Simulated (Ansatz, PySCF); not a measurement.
CH8BNO2Si, SMILES C[SiH2]NB(O)O. Atoms are numbered in the order given.

```xyz
14

Si    -1.1525     0.9167     0.2054
C     -2.4574    -0.4253     0.1522
N      0.4271     0.3294     0.6693
B      1.3667    -0.3443    -0.1968
O      2.4789    -0.9940     0.2715
O      1.1885    -0.3872    -1.5545
H     -1.5493     1.9948     1.1604
H     -1.0226     1.5053    -1.1687
H     -2.5980    -0.8853     1.1436
H     -2.1589    -1.2216    -0.5490
H     -3.4300    -0.0260    -0.1793
H      0.6567     0.3829     1.6581
H      2.5342    -1.0100     1.2316
H      0.4936     0.2038    -1.8671
```

Coordinates come from a r2SCAN-D4/def2-SVP optimisation. This is a generated structure with no PubChem entry under its InChIKey; it may be hypothetical. Other conformers were not sampled.

Two levels are set side by side: PBE-D3(BJ)/def2-SVP (Ansatz, a program for electronic structure) and r2SCAN-D4/def2-SVP (Ansatz). Each level has its own optimised geometry; the coordinates shown are those of the second. Frequencies come from the Hessian of PySCF at each geometry. Differences are taken from unrounded values.

| quantity | r2SCAN-D4 |
|---|---|
| mean bond length (Å) | 1.311 |
| bond Si1–C2 (Å) | 1.873 |
| bond Si1–N3 (Å) | 1.748 |
| bond N3–B4 (Å) | 1.445 |
| bond B4–O5 (Å) | 1.371 |
| bond B4–O6 (Å) | 1.370 |
| bond Si1–H7 (Å) | 1.494 |
| bond Si1–H8 (Å) | 1.500 |
| bond C2–H9 (Å) | 1.102 |
| bond C2–H10 (Å) | 1.102 |
| bond C2–H11 (Å) | 1.102 |
| bond N3–H12 (Å) | 1.017 |
| bond O5–H13 (Å) | 0.962 |
| bond O6–H14 (Å) | 0.964 |
| highest harmonic wavenumber (cm⁻¹) | 3908 |
| mean harmonic wavenumber (cm⁻¹) | 1277 |
| zero-point energy (kcal/mol) | 65.71 |

Problem. What does PBE-D3(BJ) give, and how far is it from r2SCAN-D4? (An estimate is asked for; the answer gives what the named calculation found.)

Solution. 
```csv
quantity,PBE-D3(BJ),PBE-D3(BJ) minus r2SCAN-D4
mean bond length (Å),1.320,0.009
bond Si1–C2 (Å),1.883,0.010
bond Si1–N3 (Å),1.758,0.010
bond N3–B4 (Å),1.451,0.006
bond B4–O5 (Å),1.379,0.009
bond B4–O6 (Å),1.378,0.008
bond Si1–H7 (Å),1.505,0.011
bond Si1–H8 (Å),1.513,0.012
bond C2–H9 (Å),1.109,0.007
bond C2–H10 (Å),1.109,0.007
bond C2–H11 (Å),1.110,0.007
bond N3–H12 (Å),1.023,0.006
bond O5–H13 (Å),0.970,0.009
bond O6–H14 (Å),0.974,0.010
highest harmonic wavenumber (cm⁻¹),3790,-117
mean harmonic wavenumber (cm⁻¹),1244,-33
zero-point energy (kcal/mol),64.01,-1.70
```
